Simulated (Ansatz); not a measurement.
The inner images of a band of GeH$_{5}$OS (8 atoms, charge 1, multiplicity 1) are given out of order.

These are results of RKS PBE0/def2-SVP (Ansatz), not measurements.

First end point:

```xyz
8
Properties=species:S:1:pos:R:3
O -1.776 0.067 -0.281
Ge -0.249 0.828 0.032
S 1.223 -1.126 -0.270
H -2.155 0.157 -1.166
H 0.316 1.749 -1.044
H -0.091 1.097 1.520
H 2.192 -0.829 0.634
H 0.541 -1.943 0.574
```

Last end point:

```xyz
8
Properties=species:S:1:pos:R:3
O -1.606 -0.037 -0.369
Ge -0.249 0.895 0.180
S 1.506 -0.804 0.454
H -1.821 -0.017 -1.312
H 0.429 1.812 -0.833
H -0.409 1.254 1.647
H 1.442 -1.356 -0.785
H 0.707 -1.747 1.018
```

Task: Put them in order from the first end to the last, with their energies above the first end.
A.
```xyz
8
Properties=species:S:1:pos:R:3
O -1.874 0.277 -0.471
Ge -0.340 0.804 0.134
S 0.905 -1.339 -0.069
H -2.023 0.299 -1.427
H 0.520 1.672 -0.782
H -0.439 1.014 1.634
H 2.201 -0.973 -0.234
H 1.050 -1.754 1.215
```
B.
```xyz
8
Properties=species:S:1:pos:R:3
O -1.900 0.294 -0.483
Ge -0.419 0.900 0.156
S 1.273 -0.910 0.410
H -2.003 0.259 -1.445
H 0.480 1.735 -0.751
H -0.554 1.101 1.656
H 2.115 -1.298 -0.574
H 1.008 -2.081 1.031
```
C.
```xyz
8
Properties=species:S:1:pos:R:3
O -1.896 0.308 -0.481
Ge -0.418 0.931 0.154
S 1.112 -1.018 0.261
H -1.998 0.244 -1.441
H 0.489 1.727 -0.777
H -0.554 1.132 1.650
H 2.197 -1.276 -0.497
H 1.067 -2.048 1.131
```
D.
```xyz
8
Properties=species:S:1:pos:R:3
O -1.677 0.024 -0.377
Ge -0.275 0.880 0.177
S 1.485 -0.820 0.525
H -1.892 0.060 -1.320
H 0.454 1.753 -0.840
H -0.435 1.250 1.641
H 1.641 -1.295 -0.736
H 0.699 -1.851 0.931
```
E.
```xyz
8
Properties=species:S:1:pos:R:3
O -1.773 0.130 -0.430
Ge -0.322 0.864 0.167
S 1.475 -0.830 0.554
H -1.960 0.172 -1.378
H 0.472 1.727 -0.810
H -0.487 1.179 1.643
H 1.798 -1.297 -0.678
H 0.797 -1.944 0.933
```
F.
```xyz
8
Properties=species:S:1:pos:R:3
O -1.859 0.240 -0.477
Ge -0.379 0.868 0.156
S 1.418 -0.852 0.535
H -1.999 0.243 -1.435
H 0.479 1.725 -0.771
H -0.538 1.120 1.645
H 1.969 -1.308 -0.618
H 0.909 -2.036 0.964
```
G.
```xyz
8
Properties=species:S:1:pos:R:3
O -1.854 0.174 -0.383
Ge -0.298 0.784 0.071
S 1.065 -1.252 -0.215
H -2.121 0.259 -1.309
H 0.428 1.692 -0.918
H -0.244 0.990 1.576
H 2.267 -0.791 0.216
H 0.758 -1.856 0.961
```

Result: G (+0.01 eV), A (+0.05 eV), C (+0.59 eV), B (+0.40 eV), F (+0.15 eV), E (+0.04 eV), D (0.00 eV).

The run took 8.2 min on 1 thread of Arm Neoverse V1, with other jobs on the host, peak memory 0.18 GiB.
